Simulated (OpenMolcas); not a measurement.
Kr3+: input and output

Input:

```
&GATEWAY
Coord
1

Kr 0.0 0.0 0.0
Basis=ANO-RCC-VTZP
Group=XYZ
NoMove
AngMom=0.0 0.0 0.0
AMFI
&SEWARD
&RASSCF
FileOrb=start.orb
Symmetry=2
Spin=4
nActEl=5 0 0
Inactive=8 6
Ras2=1 3
CIRoot=1 1 1
SDav=1
CIMx=300
Iter=120 100
PrWF=0.3
OrbListing=Nothing
MaxOrb=0
Atom
>>> COPY $Project.JobIph JOBPRE
&RASSCF
FileOrb=start.orb
Symmetry=2
Spin=4
nActEl=5 0 2
Inactive=8 6
Ras2=1 3
Ras3=5 0
CIRoot=1 1 1
SDav=186
CIMx=300
Iter=120 100
PrWF=0.3
OrbListing=Nothing
MaxOrb=0
Thrs=2.0e-7 1.0e-1 5.0e-4
Atom
>>> COPY $Project.JobIph JOB001
&RASSCF
FileOrb=start.orb
Symmetry=2
Spin=2
nActEl=5 0 2
Inactive=8 6
Ras2=1 3
Ras3=5 0
CIRoot=11 11 1
SDav=381
CIMx=300
Iter=120 100
PrWF=0.3
OrbListing=Nothing
MaxOrb=0
Thrs=2.0e-7 1.0e-1 5.0e-4
Atom
>>> COPY $Project.JobIph JOB002
&RASSCF
FileOrb=start.orb
Symmetry=1
Spin=4
nActEl=5 0 2
Inactive=8 6
Ras2=1 3
Ras3=5 0
CIRoot=3 3 1
SDav=198
CIMx=300
Iter=120 100
PrWF=0.3
OrbListing=Nothing
MaxOrb=0
Thrs=2.0e-7 1.0e-1 5.0e-4
Atom
>>> COPY $Project.JobIph JOB003
&RASSCF
FileOrb=start.orb
Symmetry=1
Spin=2
nActEl=5 0 2
Inactive=8 6
Ras2=1 3
Ras3=5 0
CIRoot=9 9 1
SDav=354
CIMx=300
Iter=120 100
PrWF=0.3
OrbListing=Nothing
MaxOrb=0
Thrs=2.0e-7 1.0e-1 5.0e-4
Atom
>>> COPY $Project.JobIph JOB004
&RASSI
NrOfJobIphs=4 1 11 3 9
1
1 2 3 4 5 6 7 8 9 10 11
1 2 3
1 2 3 4 5 6 7 8 9
IphNames
JOB001
JOB002
JOB003
JOB004
EJob
SpinOrbit
DIPRint=1.0
SOCoupling=1000.0
Subsets=2
MEES
Property=10
'ANGMOM' 1 'ANGMOM' 2 'ANGMOM' 3 'MLTPL  1' 1 'MLTPL  1' 2 'MLTPL  1' 3
'AMFI' 1 'AMFI' 2 'AMFI' 3 'MLTPL  2' 6
SOProperty=3
'ANGMOM' 1 'ANGMOM' 2 'ANGMOM' 3
```

A driver script runs the steps one by one and writes start.orb anew before each from the orbitals found so far.

Output, cut to the results:

```
--- SEWARD ---
Basis set label: KR.ANO-RCC...6S5P3D1F.

      Electronic valence basis set:
      ------------------
      Associated Effective Charge  36.000000 au
      Associated Actual Charge     36.000000 au
      Nuclear Model: Point charge

      Shell  nPrim  nBasis  Cartesian Spherical Contaminant
         s      20       6        X
         p      17       5        X
         d      11       3                 X
         f       4       1                 X
                  Relativistic Douglas-Kroll-Hess integrals:
                    - DKH order of Hamiltonian: 2
                    - DKH order of Properties : 0
                  Atomic mean-field integrals
--- RASSCF ---
Wave function specifications:
      -----------------------------

      Number of closed shell electrons          28
      Number of electrons in active shells       5
      Max number of holes in RAS1 space          0
      Max nr of electrons in RAS3 space          2
      Number of inactive orbitals               14
      Number of active orbitals                  9
      Number of secondary orbitals              20
      Spin quantum number                      1.5
      State symmetry                             2
Orbital specifications:
      -----------------------

      Symmetry species                           1   2
                                                ag  au
      Frozen orbitals                            0   0
      Inactive orbitals                          8   6
      Active orbitals                            6   3
      RAS1 orbitals                              0   0
      RAS2 orbitals                              1   3
      RAS3 orbitals                              5   0
      Secondary orbitals                         7  13
      Deleted orbitals                           0   0
      Number of basis functions                 21  22
      Number of CSFs                           186
      Number of root(s) required                 1
      Iter CI   SX   CI       RASSCF       Energy    max ROT     max BLB   max BLB  Level Ln srch  Step   QN
          iter iter root      energy       change     param      element    value   shift minimum  type update
 Nr of preliminary CI iterations:   1
      Total energies have been shifted. Add                -2000.00 au
        1   1    3    1  -785.51967630    0.00E+00  -1.44E-07    5  11 1 -1.36E-06   0.00   0.00    SX    NO
        2   1    2    1  -785.51967630   -2.27E-12   5.97E-08    3  16 1  3.35E-07   0.00   0.00    SX    NO
        3   1    2    1  -785.51967630   -3.64E-12   2.51E-08    9  16 1  1.00E-07   0.00   0.00    SX    NO
        4   1    1    1  -785.51967630    0.00E+00   0.00E+00    5  11 1  2.69E-08   0.00   0.00    SX    NO
      Convergence after  4 iterations
        5   1    1    1  -785.51967630    3.64E-12   0.00E+00    5  11 1  2.69E-08   0.00   0.00    SX    NO
      Natural orbitals and occupation numbers for root  1
      sym 1:   1.970624   0.008005   0.008005   0.008005   0.008005   0.008005
      sym 2:   0.996451   0.996451   0.996451
::    RASSCF root number  1 Total energy:  -2785.51967630
--- RASSCF ---
Wave function specifications:
      -----------------------------

      Number of closed shell electrons          28
      Number of electrons in active shells       5
      Max number of holes in RAS1 space          0
      Max nr of electrons in RAS3 space          2
      Number of inactive orbitals               14
      Number of active orbitals                  9
      Number of secondary orbitals              20
      Spin quantum number                      0.5
      State symmetry                             2
Orbital specifications:
      -----------------------

      Symmetry species                           1   2
                                                ag  au
      Frozen orbitals                            0   0
      Inactive orbitals                          8   6
      Active orbitals                            6   3
      RAS1 orbitals                              0   0
      RAS2 orbitals                              1   3
      RAS3 orbitals                              5   0
      Secondary orbitals                         7  13
      Deleted orbitals                           0   0
      Number of basis functions                 21  22
      Number of CSFs                           381
      Number of root(s) required                11
...
--- RASSI ---
SPIN-FREE ENERGIES:
  (Shifted by EMIN (a.u.) =      -2785.5196763002)

 SF State       Relative EMIN(au)   Rel lowest level(eV)    D:o, cm**(-1)      L_eff

     1             0.0000000000        0.0000000000              0.0000         0.0
     2             0.1023836077        2.7859998944          22470.6046         2.0
     3             0.1023836077        2.7859998944          22470.6046         2.0
     4             0.1023836077        2.7859998944          22470.6046         2.0
     5             0.1023836077        2.7859998944          22470.6046         2.0
     6             0.1023836077        2.7859998944          22470.6046         2.0
     7             0.1597131963        4.3460174733          35052.9949         1.0
     8             0.1597131963        4.3460174733          35052.9949         1.0
     9             0.1597131963        4.3460174733          35052.9949         1.0
    13             0.5425221011       14.7627784402         119069.8381         1.0
    14             0.5425221011       14.7627784402         119069.8381         1.0
    15             0.5425221011       14.7627784402         119069.8381         1.0
    16             0.6782469334       18.4560392758         148857.9957         2.0
    17             0.6782469334       18.4560392758         148857.9957         2.0
    18             0.6782469334       18.4560392758         148857.9957         2.0
    19             0.6782469334       18.4560392758         148857.9957         2.0
    20             0.6782469334       18.4560392758         148857.9957         2.0
    21             0.7766138460       21.1327393265         170447.0376         1.0
    22             0.7766138460       21.1327393265         170447.0376         1.0
    23             0.7766138460       21.1327393265         170447.0376         1.0
    24             0.8109477287       22.0670118707         177982.4538         0.0
...
```

Levels above the lowest, from the spin-orbit matrix, grouped by J:

| Configuration | Term | J | E (cm⁻¹) | Measured (cm⁻¹) | g | Term weight % | Second |
| --- | --- | --- | --- | --- | --- | --- | --- |
| 4s² 4p³ | ⁴S° | 3/2 | 0.0 | 0.0 | 1.993 | 99 |  |
| 4s² 4p³ | ²D° | 3/2 | 21571 | 17038 | 0.849 | 91 | 8 ²P° |
| 4s² 4p³ | ²D° | 5/2 | 22938 | 18700 | 1.200 | 100 |  |
| 4s² 4p³ | ²P° | 1/2 | 35565 | 31056 | 0.666 | 100 |  |
| 4s² 4p³ | ²P° | 3/2 | 37327 | 33406 | 1.295 | 90 | 9 ²D° |
| 4s 4p⁴ | ⁴P | 5/2 | 117416 | 118762 | 1.599 | 99 |  |
| 4s 4p⁴ | ⁴P | 3/2 | 120731 | 122426 | 1.733 | 100 |  |
| 4s 4p⁴ | ⁴P | 1/2 | 122354 | 124110 | 2.667 | 99 |  |
| 4s 4p⁴ | ²D | 3/2 | 149092 | 145773 | 0.807 | 99 |  |
| 4s 4p⁴ | ²D | 5/2 | 149583 | 146645 | 1.203 | 99 |  |

Against the 9 measured excited levels shown (Saloman, J. Phys. Chem. Ref. Data 36, 215 (2007)) the mean absolute deviation is 3100 cm-1; the largest miss in energy is 4s² 4p³ ²D°_3/2: computed 21571, measured 17038 cm⁻¹ (+26.6 %).

The run also gave levels led by 4s² 4p² 4d, which use shells meant for correlation; these and all levels above them are left out. Some terms mix strongly with configurations of 4d, whose occupation reaches 0.27 (4s 4p⁴ ²D). Computed and measured levels are paired by configuration, term and J; levels that our copy of the source lacks, or whose pairing is in doubt (as where it misses far off the trend of its configuration), stay unpaired and out of the deviations. Levels of configurations outside the active space are missing. The first state left out of the spin-orbit step lies near 200000 cm-1 above the lowest spin-free state of the reference (among the parities and spins computed), and the list stops at four fifths of that energy or lower.

The term weight is that of the spin-free term in the level, not the purity of its configuration. ° marks odd parity.
